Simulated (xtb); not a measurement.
C$_{3}$H$_{7}$O, doublet, at a GFN2-xTB geometry. Base run: GFN2-xTB in xtb 6.7.1.

The xtb input:
```
$ xtb mol.xyz --gfn 2 --uhf 1 --json

# file mol.xyz
11

O      0.07101639    -0.66456001     0.19109071
C     -0.06692834     0.67303357    -0.09082657
C      1.35818535    -1.19034893     0.02589577
C     -1.44549983     1.21108447    -0.04695723
H      0.68863969     1.12953665    -0.71319426
H      1.29299347    -2.25508650     0.24458366
H      1.71840718    -1.04941663    -1.00022698
H      2.07110162    -0.72074430     0.71400912
H     -1.97038421     1.09659057    -1.00448575
H     -2.01653063     0.67958044     0.71033681
H     -1.42690127     2.27340509     0.19157975
```

The base run was repeated with changes; each row names its change, and settings that it needs were set with it.

| change | ΔE vs base (mEh) | dipole (D) | G_solv (kcal/mol) | SCF cycles |
|---|---|---|---|---|
| base | 0.000 | 1.12 | - | 10 |
| etemp = 10000 | -8.018 | 1.11 | - | 10 |
| alpb = benzene | -5.904 | 1.16 | -3.73 | 10 |
| gbsa = acetonitrile | -5.203 | 1.16 | -3.33 | 10 |
| alpb = water | -2.060 | 1.18 | -1.70 | 10 |
| acc = 1000 | 0.011 | 1.13 | - | 4 |
| acc = 0.1 | 0.000 | 1.12 | - | 12 |
| acc = 0.0001 | 0.000 | 1.12 | - | 16 |

ALPB and GBSA are two models with their own fitted parameters for each solvent, which aren't always the measured dielectric constant.
